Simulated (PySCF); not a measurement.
## Stationary points of [IS2]+

All numbers come from PBE0/[I def2-TZVP with ECP28, S def2-TZVP], scalar-relativistic core potentials, density fitting, no spin–orbit coupling, PySCF.

Relaxations began from a few typed shapes. The search is not exhaustive: other isomers or separated fragments can lie lower, and high-lying points may rest on an excited occupation.

```tsv
spin	group	bonds	angles	imaginary modes (cm⁻¹)	ΔE (kJ/mol)	ΔE with ZPE (kJ/mol)
singlet	C2v	I–S 2.200 Å (×2)	S–I–S 115.3°	none	0.0	0.0
singlet	D∞h	I–S 2.299 Å (×2)	S–I–S 180.0°	314i, 314i	190.6	–
```

The lowest minimum found is the singlet C2v: I–S 2.200 Å (×2); S–I–S 115.3°.

Counting electrons, iodine keeps 2 of its valence electrons outside its bonds, so the VSEPR class is AX2E1 and the expected shape is bent (C2v), as computed.
